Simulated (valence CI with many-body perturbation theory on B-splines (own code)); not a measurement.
# E1 transitions of In15+

Level of theory: configuration interaction combined with many-body perturbation theory (CI+MBPT): six valence electrons over a frozen Dirac-Fock core [Ar] 3d10, a basis of 9 s, 9 p, 8 d, 6 f, 3 g, 1 h functions for each j, with the one-electron correlation potential Σ1, the two-electron term Σ2, the three-electron term Σ3, Breit, model QED; selected CI, second order for the rest, scaled by the run's own slope (own B-spline code, finite nucleus).

No measured levels were compared; by estimate levels hold to about 250 cm⁻¹ or 0.2 % of their energy and the worst to 1 %, as in measured heavy ions of charge 2 to 7; those with d or f electrons hold less well. Among the levels kept, up to 1200 cm⁻¹ of a level comes from second order outside the variational space, and about a tenth of that is noise between levels of different J, which matters for small intervals.

Lines 1 to 50 of 85 in falling wavelength, among levels below 725890 cm⁻¹, chosen from the strongest by gf and those to the six lowest levels. Wavelengths and rates use the calculated energies, so an error of 1000 cm⁻¹ moves a line at 38.86 nm by 0.39 % and its rate by three times that or more. Electric multipoles are in the length gauge, E1 and E2 with the static RPA response of the core. Weak lines are less certain than strong ones. Lines between different terms over intervals too small for the method are left out, as are lines whose strength nearly cancels. The highest levels of a list are the least certain.

Names give the largest LS component (configuration and term), which can be under half, so a name can repeat, a term be missing and a line seem to break the LS rules; names also repeat where a configuration has a term twice. Letters in brackets count levels of one name in rising energy.

```
λ vac (nm)                 Upper         Lower   A (s⁻¹)  S (a.u.)
     38.86          4s 4p5 3P°_1  4s2 4p4 1S_0  1.47e+08  1.27e-02
     32.33          4s 4p5 3P°_2  4s2 4p4 1D_2  1.01e+09  8.39e-02
     30.37          4s 4p5 3P°_2  4s2 4p4 3P_1  1.99e+09  1.37e-01
     29.46          4s 4p5 3P°_1  4s2 4p4 1D_2  9.17e+08  3.47e-02
     29.35          4s 4p5 1P°_1  4s2 4p4 1S_0  1.66e+09  6.23e-02
     27.83          4s 4p5 3P°_1  4s2 4p4 3P_1  1.98e+09  6.31e-02
     26.94      4s2 4p3 4d 5D°_1  4s2 4p4 1S_0  1.26e+06  3.65e-05
     25.44          4s 4p5 3P°_1  4s2 4p4 3P_0  3.20e+09  7.80e-02
     25.42          4s 4p5 3P°_2  4s2 4p4 3P_2  7.20e+09  2.92e-01
     25.18          4s 4p5 3P°_0  4s2 4p4 3P_1  1.16e+10  9.13e-02
     23.87  4s2 4p3 4d 3D°_1 [a]  4s2 4p4 1S_0  2.52e+06  5.08e-05
     23.65          4s 4p5 1P°_1  4s2 4p4 1D_2  2.18e+10  4.27e-01
     23.62          4s 4p5 3P°_1  4s2 4p4 3P_2  9.51e+09  1.86e-01
     22.59          4s 4p5 1P°_1  4s2 4p4 3P_1  7.81e+08  1.33e-02
     22.45  4s2 4p3 4d 5D°_2 [a]  4s2 4p4 1D_2  3.24e+06  9.04e-05
     22.32      4s2 4p3 4d 5D°_3  4s2 4p4 1D_2  1.74e+07  6.69e-04
     22.25  4s2 4p3 4d 3D°_1 [b]  4s2 4p4 1S_0  2.11e+08  3.45e-03
     22.06      4s2 4p3 4d 5D°_1  4s2 4p4 1D_2  5.56e+08  8.85e-03
     21.49  4s2 4p3 4d 5D°_2 [a]  4s2 4p4 3P_1  2.61e+06  6.39e-05
     21.35      4s2 4p3 4d 5D°_0  4s2 4p4 3P_1  1.76e+09  8.46e-03
     21.27  4s2 4p3 4d 5D°_2 [b]  4s2 4p4 1D_2  2.46e+08  5.85e-03
     21.13      4s2 4p3 4d 5D°_1  4s2 4p4 3P_1  4.26e+08  5.95e-03
     20.99          4s 4p5 1P°_1  4s2 4p4 3P_0  1.87e+05  2.57e-06
     20.87  4s2 4p3 4d 3P°_1 [a]  4s2 4p4 1S_0  5.39e+08  7.26e-03
     20.40  4s2 4p3 4d 5D°_2 [b]  4s2 4p4 3P_1  1.81e+08  3.79e-03
     20.17      4s2 4p3 4d 3G°_3  4s2 4p4 1D_2  4.71e+07  1.33e-03
     19.96  4s2 4p3 4d 3D°_1 [a]  4s2 4p4 1D_2  1.32e+08  1.56e-03
     19.87  4s2 4p3 4d 3F°_2 [a]  4s2 4p4 1D_2  4.45e+06  8.62e-05
     19.73          4s 4p5 1P°_1  4s2 4p4 3P_2  2.30e+09  2.62e-02
     19.73      4s2 4p3 4d 5D°_1  4s2 4p4 3P_0  6.02e+08  6.84e-03
     19.57  4s2 4p3 4d 3F°_3 [a]  4s2 4p4 1D_2  1.47e+08  3.81e-03
     19.38  4s2 4p3 4d 3D°_3 [a]  4s2 4p4 1D_2  1.19e+08  2.99e-03
     19.24  4s2 4p3 4d 3P°_1 [b]  4s2 4p4 1S_0  2.02e+08  2.13e-03
     19.19  4s2 4p3 4d 3D°_1 [a]  4s2 4p4 3P_1  2.17e+06  2.27e-05
     19.12  4s2 4p3 4d 3F°_2 [a]  4s2 4p4 3P_1  7.39e+07  1.27e-03
     19.06      4s2 4p3 4d 1S°_0  4s2 4p4 3P_1  1.74e+08  5.94e-04
     18.89  4s2 4p3 4d 5D°_2 [a]  4s2 4p4 3P_2  1.33e+09  2.21e-02
     18.81  4s2 4p3 4d 3D°_1 [b]  4s2 4p4 1D_2  4.04e+09  3.98e-02
     18.80      4s2 4p3 4d 3S°_1  4s2 4p4 1S_0  1.00e+09  9.86e-03
     18.79      4s2 4p3 4d 5D°_3  4s2 4p4 3P_2  9.17e+08  2.10e-02
     18.61      4s2 4p3 4d 5D°_1  4s2 4p4 3P_2  6.08e+09  5.81e-02
     18.13  4s2 4p3 4d 3D°_1 [b]  4s2 4p4 3P_1  1.43e+07  1.26e-04
     18.12      4s2 4p3 4d 1D°_2  4s2 4p4 1D_2  4.90e+08  7.20e-03
     18.05  4s2 4p3 4d 5D°_2 [b]  4s2 4p4 3P_2  7.17e+09  1.04e-01
     18.03  4s2 4p3 4d 3D°_1 [a]  4s2 4p4 3P_0  7.13e+08  6.18e-03
     17.82  4s2 4p3 4d 3P°_1 [a]  4s2 4p4 1D_2  1.17e+10  9.80e-02
     17.49      4s2 4p3 4d 1D°_2  4s2 4p4 3P_1  1.22e+09  1.61e-02
     17.39      4s2 4p3 4d 3D°_2  4s2 4p4 1D_2  7.27e+06  9.44e-05
     17.24      4s2 4p3 4d 3G°_3  4s2 4p4 3P_2  5.85e+09  1.04e-01
     17.21  4s2 4p3 4d 3P°_1 [a]  4s2 4p4 3P_1  7.11e+09  5.36e-02
```
